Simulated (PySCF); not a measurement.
C7H11NSi.
Structure used (PBE0-D3(BJ)/def2-SVP), in Å, numbered top down from 1:
```
atom  x, y, z in Å
C1     1.0654    2.0803   -0.3920
C2     0.9177    0.6046   -0.1697
C3     2.0317   -0.2316   -0.0922
C4     1.9106   -1.6050    0.1144
C5     0.6401   -2.1585    0.2479
C6    -0.4878   -1.3476    0.1743
C7    -0.3701    0.0353   -0.0343
N8    -1.4997    0.8388   -0.1085
Si9   -3.1691    0.3502    0.0424
H10    2.1233    2.3660   -0.4636
H11    0.5734    2.4062   -1.3255
H12    0.6221    2.6656    0.4328
H13    3.0250    0.2139   -0.1978
H14    2.8009   -2.2344    0.1703
H15    0.5190   -3.2321    0.4108
H16   -1.4790   -1.7980    0.2803
H17   -1.3120    1.8196   -0.2685
H18   -3.9550    1.6069   -0.1189
H19   -3.5626   -0.6378   -1.0081
H20   -3.4555   -0.2667    1.3736
```

Computed, not measured: PySCF 2.14.0, PBE0-D3(BJ)/def2-SVP geometry optimisation, gas phase.

Masses are those of the commonest isotopes; rigid-rotor values at the optimised geometry. The values belong to one conformer with, in the numbering `[CH3:1][c:2]1[cH:3][cH:4][cH:5][cH:6][c:7]1[NH:8][SiH3:9]`, C6–C7–N8–Si9 1°.

**Question.** What are A, B and C (MHz)?

**Answer.** Ia = 213.98, Ib = 513.40, Ic = 718.32 u·Å²; 505379 MHz·u·Å²/I gives A = 2362, B = 984.4, C = 703.6 MHz.

**Question.** What kind of rotor is it?

**Answer.** An asymmetric top. Ray's parameter κ = (2B − A − C)/(A − C) = -0.661; −1 is the prolate and +1 the oblate limit.

**Question.** Is it planar, by Δ = Ic − Ia − Ib?

**Answer.** Not planar: Δ = Ic − Ia − Ib = -9.06 u·Å². For a rigid frame Δ = −2 Σ m c², so Σ m c² = 4.53 u·Å² lies off the ab plane, practically all of it from hydrogen. The atom farthest from that plane is 1.22 Å away.

**Question.** Which lines would a microwave search look for?

**Answer.** The dipole components are |μa| = 0.58 D, |μb| = 1.28 D, |μc| = 0.00 D; the mirror of this Cs structure is the ab plane, so μc vanishes by symmetry (the 0.01 D computed is a residue) and there are no c-type lines. Intensities carry the squares of the components, which stand as 0.21 : 1.00 (a : b). Some lines, for components of 0.1 D or more:

```json
{"type": "a", "branch": "Q", "J(Ka,Kc)": "2(1,1) ← 2(1,2)", "MHz": "842", "lower level (cm⁻¹)": "0.205"}
{"type": "b", "branch": "Q", "J(Ka,Kc)": "1(1,0) ← 1(0,1)", "MHz": "1658", "lower level (cm⁻¹)": "0.056"}
{"type": "a", "branch": "R", "J(Ka,Kc)": "1(0,1) ← 0(0,0)", "MHz": "1688", "lower level (cm⁻¹)": "0.000"}
{"type": "b", "branch": "R", "J(Ka,Kc)": "2(0,2) ← 1(1,1)", "MHz": "1960", "lower level (cm⁻¹)": "0.102"}
{"type": "b", "branch": "Q", "J(Ka,Kc)": "2(1,1) ← 2(0,2)", "MHz": "1978", "lower level (cm⁻¹)": "0.168"}
{"type": "b", "branch": "R", "J(Ka,Kc)": "1(1,1) ← 0(0,0)", "MHz": "3065", "lower level (cm⁻¹)": "0.000"}
{"type": "a", "branch": "R", "J(Ka,Kc)": "2(1,2) ← 1(1,1)", "MHz": "3095", "lower level (cm⁻¹)": "0.102"}
{"type": "a", "branch": "R", "J(Ka,Kc)": "2(0,2) ← 1(0,1)", "MHz": "3337", "lower level (cm⁻¹)": "0.056"}
{"type": "a", "branch": "R", "J(Ka,Kc)": "2(1,1) ← 1(1,0)", "MHz": "3657", "lower level (cm⁻¹)": "0.112"}
{"type": "b", "branch": "Q", "J(Ka,Kc)": "2(2,0) ← 2(1,1)", "MHz": "4171", "lower level (cm⁻¹)": "0.234"}
{"type": "b", "branch": "R", "J(Ka,Kc)": "2(1,2) ← 1(0,1)", "MHz": "4473", "lower level (cm⁻¹)": "0.056"}
{"type": "b", "branch": "Q", "J(Ka,Kc)": "2(2,1) ← 2(1,2)", "MHz": "4975", "lower level (cm⁻¹)": "0.205"}
{"type": "b", "branch": "R", "J(Ka,Kc)": "2(2,1) ← 1(1,0)", "MHz": "7789", "lower level (cm⁻¹)": "0.112"}
{"type": "b", "branch": "R", "J(Ka,Kc)": "2(2,0) ← 1(1,1)", "MHz": "8109", "lower level (cm⁻¹)": "0.102"}
```

PBE0-D3(BJ)/def2-SVP frequencies: not computed here. No vibrational averaging or centrifugal distortion is included, and the geometry carries the error of its method. A rigid rotor knows nothing of internal rotation, which can split or shift real lines. Quadrupole hyperfine structure (14N) is left out.

Time: 80 s of wall time. Hardware: one thread, x86-64 server, shared host. These figures are those of the optimisation.
